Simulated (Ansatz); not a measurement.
CH6Ge (SMILES [CH3][GeH3]) moved off its minimum; all values from Ansatz (an electronic-structure program), cores frozen in correlated methods.
(charge 0, multiplicity 1)
```xyz
8

Ge    -0.32572     0.09481    -0.05177
C      1.59735    -0.19962     0.07374
H     -1.01191    -0.93019    -1.07523
H     -0.69788     1.48250    -0.35771
H     -0.99705    -0.25847     1.39523
H      1.87916    -1.21299     0.26032
H      2.02689     0.42634     0.79404
H      2.02108     0.05384    -0.91476
```

Forces at PBE/def2-TZVPP (eV/Å):

| atom | Fx | Fy | Fz |
|---|---|---|---|
| Ge1 | -0.810 | -2.347 | 1.189 |
| C2 | -0.488 | -0.040 | -1.999 |
| H3 | 0.380 | 0.571 | 0.378 |
| H4 | -0.257 | 1.348 | -0.424 |
| H5 | 0.404 | 0.251 | -0.913 |
| H6 | -0.012 | -0.958 | 0.309 |
| H7 | 0.731 | 1.109 | 1.272 |
| H8 | 0.052 | 0.064 | 0.188 |

Q: Give the forces (eV/Å), the total energy and the dipole at CCSD(T)/cc-pVTZ.

A: 
| atom | Fx | Fy | Fz |
|---|---|---|---|
| Ge1 | -0.945 | -2.480 | 1.275 |
| C2 | -0.297 | -0.057 | -2.025 |
| H3 | 0.426 | 0.629 | 0.409 |
| H4 | -0.248 | 1.387 | -0.449 |
| H5 | 0.446 | 0.275 | -0.990 |
| H6 | -0.059 | -0.756 | 0.281 |
| H7 | 0.675 | 0.980 | 1.127 |
| H8 | 0.002 | 0.023 | 0.372 |
Energy -2117.1306 hartree, dipole 0.98 D.
